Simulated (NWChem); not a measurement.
System: C3H9B; SMILES CB(C)C

NWChem input:

```
start job
memory heap 200 mb stack 900 mb global 1100 mb
geometry units angstroms noautoz
  B      0.006942     0.002851    -0.030278
  C      1.162680     1.069405     0.047199
  H      2.070355     0.791799    -0.510799
  H      1.463230     1.109510     1.113595
  H      0.859506     2.092332    -0.224118
  C      0.339272    -1.534766    -0.110564
  H     -0.410209    -2.110628    -0.677254
  H      0.276699    -1.917245     0.927648
  H      1.346287    -1.778704    -0.480592
  C     -1.495267     0.470481     0.025010
  H     -2.206190    -0.295344     0.371251
  H     -1.769134     0.697406    -1.025261
  H     -1.655014     1.406037     0.583768
end
basis spherical
  * library 3-21g
end
dft
  xc pbe0
  iterations 150
end
tddft
  cis
  nroots 6
  notriplet
end
task tddft energy
```

Output (shortened):

```
             Northwest Computational Chemistry Package (NWChem) 7.3.0
             --------------------------------------------------------

 C1  symmetry detected

                             Geometry "geometry" -> ""
                             -------------------------

 Output coordinates in angstroms (scale by  1.889725989 to convert to a.u.)

  No.       Tag          Charge          X              Y              Z
 ---- ---------------- ---------- -------------- -------------- --------------
    1 B                    5.0000     0.00472219     0.00254877    -0.02086226
    2 C                    6.0000     0.60584116     1.45780851    -0.00879893
    3 H                    1.0000     1.55993293     1.55588107    -0.54953124
    4 H                    1.0000     0.83547526     1.67901011     1.05302835
    5 H                    1.0000    -0.09069788     2.24276173    -0.34134794
    6 C                    6.0000     0.95181354    -1.25602627    -0.00813578
    7 H                    1.0000     0.52636276    -2.12333050    -0.53846715
    8 H                    1.0000     1.02928081    -1.57154593     1.05136216
    9 H                    1.0000     1.97734629    -1.07542512    -0.36334205
   10 C                    6.0000    -1.55619257    -0.20027676     0.00694723
   11 H                    1.0000    -1.88980233    -1.17316372     0.39934723
   12 H                    1.0000    -1.87373204    -0.16741211    -1.05496419
   13 H                    1.0000    -2.10654952     0.61144777     0.50815094

 Effective nuclear repulsion energy (a.u.)     112.2719554441

                                 NWChem DFT Module
                                 -----------------

 Summary of "ao basis" -> "ao basis" (spherical)
 ------------------------------------------------------------------------------
       Tag                 Description            Shells   Functions and Types
 ---------------- ------------------------------  ------  ---------------------
 B                           3-21g                   5        9   3s2p
 C                           3-21g                   5        9   3s2p
 H                           3-21g                   2        2   2s

[...]

                                NWChem TDDFT Module
                                -------------------

            General Information
            -------------------
           No. of orbitals :     108
            Alpha orbitals :      54
             Beta orbitals :      54
        Alpha frozen cores :       0
         Beta frozen cores :       0
     Alpha frozen virtuals :       0
      Beta frozen virtuals :       0
         Spin multiplicity :       1
    Number of AO functions :      54
        Use of symmetry is : off
      Symmetry adaption is : off
         Schwarz screening :  0.10D-07

              XC Information
              --------------
                  PBE0 Method XC Functional
              Hartree-Fock (Exact) Exchange   0.25
   PerdewBurkeErnzerhof Exchange Functional   0.75
     Perdew 1991 LDA Correlation Functional   1.00 local
    PerdewBurkeErnz. Correlation Functional   1.00 non-local

             TDDFT Information
             -----------------
          Calculation type : Tamm-Dancoff TDDFT
         Wavefunction type : Restricted singlets
          No. of electrons :      32
           Alpha electrons :      16
            Beta electrons :      16
              No. of roots :       6
          Max subspacesize :    5200
            Max iterations :     100
               Target root :       1
           Target symmetry : none
      Symmetry restriction : off
                 Algorithm : Optimal
        Davidson threshold :  0.10D-03

    6 smallest eigenvalue differences (eV)
--------------------------------------------------------
  No. Spin  Occ  Vir  Irrep   E(Occ)    E(Vir)   E(Diff)
--------------------------------------------------------
    1    1   16   17 a        -0.306     0.007     8.503
    2    1   15   17 a        -0.306     0.007     8.511
    3    1   14   17 a        -0.370     0.007    10.259
    4    1   13   17 a        -0.384     0.007    10.627
    5    1   12   17 a        -0.385     0.007    10.661
    6    1   11   17 a        -0.419     0.007    11.595
--------------------------------------------------------

  Entering Davidson iterations
  Restricted singlet excited states

  Iter   NTrls   NConv    DeltaV     DeltaE      Time
  ----  ------  ------  ---------  ---------  ---------
    1      6       0     0.65E-01   0.10+100        2.5
    2     12       0     0.22E-01   0.73E-02        2.6
    3     18       0     0.45E-02   0.60E-03        2.5
    4     24       1     0.19E-02   0.68E-04        2.5
    5     29       3     0.18E-02   0.19E-04        2.2
    6     32       5     0.60E-03   0.11E-04        1.6
    7     33       5     0.21E-03   0.82E-06        1.0
    8     34       6     0.88E-04   0.90E-07        1.0
  ----  ------  ------  ---------  ---------  ---------
  Convergence criterion met

  Ground state a        -143.631018141863 a.u.

  ----------------------------------------------------------------------------
  Root   1 singlet a              0.243937823 a.u.                6.6379 eV
  ----------------------------------------------------------------------------
     Transition Moments    X  0.08328   Y  0.00836   Z  0.00025
     Dipole Oscillator Strength                    0.0011391652
     Electric Quadrupole                           0.0000001250
     Magnetic Dipole                               0.0000026801
     Total Oscillator Strength                     0.0011419703

[...]
```

Level: PBE0/3-21G, TDA. STO-3G and 3-21G are far too small for this property and stand as cheap habits. The geometry was optimised at PBE0/def2-SVP.
